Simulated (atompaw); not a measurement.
u(r) = r·R(r): atom against pseudo-atom (Tm (Z = 69))

Columns: radius, all-electron u(r) and pseudo u(r) of the 5s shell (level -84.17 eV) of thulium in the configuration [Kr] 4d10 4f12 5s2 5p6 5d0 6s0 6p0; LDA (PW92), scalar-relativistic, PAW (atompaw) scheme, atompaw 4.2.0.5.

| r (bohr) | all-electron | pseudo |
| --- | --- | --- |
| 0.104 | 0.0802 | 0.2659 |
| 0.208 | 0.2620 | 0.5186 |
| 0.312 | -0.3775 | 0.7461 |
| 0.415 | -0.5696 | 0.9367 |
| 0.519 | -0.2949 | 1.0873 |
| 0.623 | 0.1449 | 1.1921 |
| 0.727 | 0.5477 | 1.2511 |
| 0.831 | 0.8370 | 1.2670 |
| 0.935 | 1.0053 | 1.2456 |
| 1.038 | 1.0730 | 1.1948 |
| 1.142 | 1.0686 | 1.1215 |
| 1.246 | 1.0159 | 1.0339 |
| 1.350 | 0.9348 | 0.9385 |
| 1.454 | 0.8397 | 0.8399 |
| 1.558 | 0.7406 | 0.7406 |
| 1.662 | 0.6439 | 0.6439 |
| 1.765 | 0.5542 | 0.5542 |
| 1.869 | 0.4717 | 0.4717 |
| 1.973 | 0.3984 | 0.3984 |
| 2.077 | 0.3342 | 0.3342 |
| 2.181 | 0.2787 | 0.2787 |
| 2.285 | 0.2312 | 0.2312 |
| 2.388 | 0.1913 | 0.1913 |
| 2.492 | 0.1574 | 0.1574 |
| 2.596 | 0.1291 | 0.1291 |
| 2.700 | 0.1055 | 0.1055 |

Task: How many radial nodes do the two functions have?

Result: The all-electron 5s function has n − l − 1 = 4 (the table is too coarse to show those close to the nucleus); the pseudo-wave has 0, since the states of the same l below it are removed with the core.

Task: At about which radius was the pseudo-wave matched?

Result: 1.50 bohr, where the columns begin to agree (steps of 0.10 bohr).

Task: Where does each function peak?

Result: Outermost all-electron maximum near 1.04 bohr, pseudo maximum near 0.83 bohr (to the table’s step).

Task: Is the pseudo-wave norm-conserving?

Result: No, it belongs to a PAW set: the norm inside the radius is not constrained, and the difference is carried by the augmentation charge.
